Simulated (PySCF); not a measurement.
Isomers of [C5H7O4]-.

All values: PBE0/pcSseg-1 (PySCF) at GFN2-xTB geometries, gas phase, one conformer each.

**Question.** Rank by the highest Hirshfeld charge on any atom, highest value first.
A. `[CH3:1][C:2](=[O:3])[O:4][CH2:5][CH2:6][C:7](=[O:8])[O-:9]` (charge -1) with C1–C2–O4–C5 175°, C2–O4–C5–C6 -126°, O4–C5–C6–C7 -161°, C5–C6–C7–O8 31°
B. `[O:1]=[C:2]([O-:3])[C@@H:4]1[CH2:5][CH2:6][O:7][CH2:8][O:9]1` (charge -1) with O1–C2–C4–C5 133°, C2–C4–C5–C6 -73°, C4–C5–C6–O7 -55°, C5–C6–O7–C8 58°, C6–O7–C8–O9 -61°
C. `[CH2:1]=[CH:2][C@@H:3]([O:4][CH3:5])[O:6][C:7](=[O:8])[O-:9]` (charge -1) with C1–C2–C3–O4 -141°, C2–C3–O4–C5 -179°, C2–C3–O6–C7 131°, C3–O6–C7–O8 -3°
D. `[CH3:1][C@H:2]([CH2:3][C:4](=[O:5])[O-:6])[O:7][CH:8]=[O:9]` (charge -1) with C1–C2–C3–C4 -166°, C2–C3–C4–O5 20°, C1–C2–O7–C8 -160°, C2–O7–C8–O9 51°

**Answer.** A (+0.204 e), C (+0.173 e), D (+0.150 e), B (+0.103 e).

**Question.** Rank by HOMO energy, highest first.
A. `[CH3:1][C@@H:2]([CH2:3][O:4][CH:5]=[O:6])[C:7](=[O:8])[O-:9]` (charge -1) with C1–C2–C3–O4 -77°, C2–C3–O4–C5 116°, C3–O4–C5–O6 6°, C1–C2–C7–O8 -152°
B. `[CH3:1][C:2]([CH3:3])([O:4][CH:5]=[O:6])[C:7](=[O:8])[O-:9]` (charge -1) with C1–C2–O4–C5 80°, C2–O4–C5–O6 -78°, C1–C2–C7–O8 75°
C. `[CH3:1][C:2](=[O:3])[O:4][CH2:5][CH2:6][C:7](=[O:8])[O-:9]` (charge -1) with C1–C2–O4–C5 175°, C2–O4–C5–C6 -126°, O4–C5–C6–C7 -161°, C5–C6–C7–O8 31°
D. `[CH2:1]=[CH:2][C@@H:3]([O:4][CH3:5])[O:6][C:7](=[O:8])[O-:9]` (charge -1) with C1–C2–C3–O4 -141°, C2–C3–O4–C5 -179°, C2–C3–O6–C7 131°, C3–O6–C7–O8 -3°

**Answer.** C (-1.43 eV), A (-1.64 eV), D (-2.01 eV), B (-2.14 eV).

All values together:

```tsv
SMILES	HOMO (eV)	LUMO (eV)	lowest IAO charge (e)	highest IAO charge (e)	lowest Hirshfeld charge (e)	highest Hirshfeld charge (e)
C[C@@H](COC=O)C(=O)[O-]	-1.64	3.56	-0.653 (O)	+0.509 (C)	-0.411 (O)	+0.155 (C)
CC(C)(OC=O)C(=O)[O-]	-2.14	5.31	-0.624 (O)	+0.499 (C)	-0.402 (O)	+0.150 (C)
O=C([O-])[C@@H]1CCOCO1	-1.43	5.20	-0.661 (O)	+0.486 (C)	-0.420 (O)	+0.103 (C)
C[C@H](CC(=O)[O-])OC=O	-2.13	4.95	-0.624 (O)	+0.521 (C)	-0.405 (O)	+0.150 (C)
C=C[C@@H](OC)OC(=O)[O-]	-2.01	3.88	-0.627 (O)	+0.632 (C)	-0.417 (O)	+0.173 (C)
CC(=O)OCCC(=O)[O-]	-1.43	3.53	-0.659 (O)	+0.524 (C)	-0.437 (O)	+0.204 (C)
```

Conformers: `[CH3:1][C@@H:2]([CH2:3][O:4][CH:5]=[O:6])[C:7](=[O:8])[O-:9]` (charge -1) with C1–C2–C3–O4 -77°, C2–C3–O4–C5 116°, C3–O4–C5–O6 6°, C1–C2–C7–O8 -152°; `[CH3:1][C:2]([CH3:3])([O:4][CH:5]=[O:6])[C:7](=[O:8])[O-:9]` (charge -1) with C1–C2–O4–C5 80°, C2–O4–C5–O6 -78°, C1–C2–C7–O8 75°; `[O:1]=[C:2]([O-:3])[C@@H:4]1[CH2:5][CH2:6][O:7][CH2:8][O:9]1` (charge -1) with O1–C2–C4–C5 133°, C2–C4–C5–C6 -73°, C4–C5–C6–O7 -55°, C5–C6–O7–C8 58°, C6–O7–C8–O9 -61°; `[CH3:1][C@H:2]([CH2:3][C:4](=[O:5])[O-:6])[O:7][CH:8]=[O:9]` (charge -1) with C1–C2–C3–C4 -166°, C2–C3–C4–O5 20°, C1–C2–O7–C8 -160°, C2–O7–C8–O9 51°; `[CH2:1]=[CH:2][C@@H:3]([O:4][CH3:5])[O:6][C:7](=[O:8])[O-:9]` (charge -1) with C1–C2–C3–O4 -141°, C2–C3–O4–C5 -179°, C2–C3–O6–C7 131°, C3–O6–C7–O8 -3°; `[CH3:1][C:2](=[O:3])[O:4][CH2:5][CH2:6][C:7](=[O:8])[O-:9]` (charge -1) with C1–C2–O4–C5 175°, C2–O4–C5–C6 -126°, O4–C5–C6–C7 -161°, C5–C6–C7–O8 31°.
